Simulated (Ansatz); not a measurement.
Basis-set extrapolation for CH8AlNSi2, SMILES `[AlH2][SiH]1C[SiH2]N1` (PBE0-D4/def2-TZVP geometry, frozen core, Ansatz 0.2.0). Multiplicity 1, RHF reference.

|  | def2-TZVPP | def2-QZVPP |
| --- | --- | --- |
| HF | -916.858621 | -916.888425 |
| MP2 correlation | -0.699469 | -0.749340 |
| CCSD(T) correlation | -0.790523 | not run |

Energies in hartree. Use E(X) = E(∞) + A·exp(−7.88·√X) for Hartree–Fock and E(X) = E(∞) + B·X^(−2.97) for correlation, with X = 3 and 4, and add CCSD(T) minus MP2 of the smaller set to the MP2 limit.

What is the CCSD(T) energy at the basis-set limit?

HF limit: -916.888425 + (-0.029804) × 0.13774 = -916.89253. MP2 limit: -0.749340 + (-0.049871) × 0.74074 = -0.78628. Higher-order term: -0.790523 − (-0.699469) = -0.09105. Total: -917.76986 hartree, 3.28 eV below CCSD(T)/def2-TZVPP.
